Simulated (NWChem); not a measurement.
BeO; SMILES [O]=[Be]

```xyz
2

Be     0.0000     0.0000    -0.8849
O      0.0000     0.0000     0.4534
```
Atoms are numbered in this order, from 1.

Level: PBE0/def2-SVP (NWChem), optimised geometry, unscaled harmonic frequencies. 

Question: List the harmonic frequencies with IR intensities, and the thermochemistry.

Answer: 
| frequency (cm⁻¹) | IR intensity (km/mol) |
|---|---|
| 1528 | 12.1 |

```
Property                                                                            Value
-----------------------------------------------------------------------  ----------------
zero-point energy                                                            2.2 kcal/mol
thermal correction to the enthalpy at 298.15 K (with zero-point energy)      4.3 kcal/mol
heat capacity Cv                                                          5.0 cal/(mol K)
entropy at 298.15 K and 1 atm (symmetry number 1)                        47.2 cal/(mol K)
dipole moment                                                                      5.99 D
```

Rigid rotor and harmonic oscillator.
